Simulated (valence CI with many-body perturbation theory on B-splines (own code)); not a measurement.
## Ta41+: key properties

Calculated by configuration interaction combined with many-body perturbation theory (CI+MBPT): four valence electrons over a frozen Dirac-Fock core [Ar] 3d10, a basis of 9 s, 9 p, 8 d, 6 f, 3 g, 1 h functions for each j, with the one-electron correlation potential Σ1 (screened to all orders), the two-electron term Σ2, the three-electron term Σ3, Breit, model QED; selected single and double excitations, second order for the rest, scaled by the run's own slope (own B-spline code, finite nucleus).

The last digits are not significant, and no measured levels were compared; by estimate large intervals hold to a few tenths of a per cent, small ones and those within an open d or f shell to about a per cent.

Levels are named by their leading jj configuration (3d3/2^4 stands for four electrons in 3d with j = 3/2), which in mixed levels can hold well under half, so a name can repeat and another be missing.

Rates and lifetimes use the calculated energies. Strong lines usually hold to 10 to 20 %, long lifetimes can be off by a factor of two.

What is the ground level?

(4s^2 4p1/2^2) J=0, composition 70 % 4s²4p² ³P + 29 % 4s²4p² ¹S.

Where does the other parity begin?

At (4s 4p1/2^2 4p3/2) J=2, 178.40 eV.

How well does LS coupling describe the low levels?

Among the lowest 20 levels the leading LS term, summed over configurations, holds 58 % on average. For single configurations the figures are 55 % in LS and 88 % in jj coupling. Terms mix most in the J = 2 level at 332.36 eV, where the leading one holds 28 %.

Among levels below 395.69 eV, which E1 lines absorb most strongly from the ground level?

to (4s^2 4p1/2 4d3/2) J=1 at 4.917 nm, f = 1.62; to (4s 4p1/2^2 4p3/2) J=1 at 6.431 nm, f = 0.533; to (4s 4p1/2 4p3/2^2) J=1 at 4.401 nm, f = 0.0190.

What is the ionisation energy?

2054.8 eV; NIST lists 2053 ± 4 eV (theoretical).

What are the static dipole polarisabilities of the lowest levels?

(4s^2 4p1/2^2) J=0 0.0330; (4s^2 4p1/2 4p3/2) J=1 0.0390 (tensor 0.0014); (4s^2 4p1/2 4p3/2) J=2 0.0388 (tensor 0.0026) bohr³, of which the core gives 0.00225.

Name the longest-lived excited levels whose lifetime is computed, and their main decay.

(4s^2 4p1/2 4p3/2) J=2 at 89.05 eV lives 8.97 μs, mostly by E2 to (4s^2 4p1/2^2) J=0; (4s^2 4p3/2 4d5/2) J=4 at 344.21 eV lives 297 ns, mostly by M1 to (4s^2 4p1/2 4d5/2) J=3; (4s^2 4p1/2 4p3/2) J=1 at 84.85 eV lives 250 ns, mostly by M1 to (4s^2 4p1/2^2) J=0.
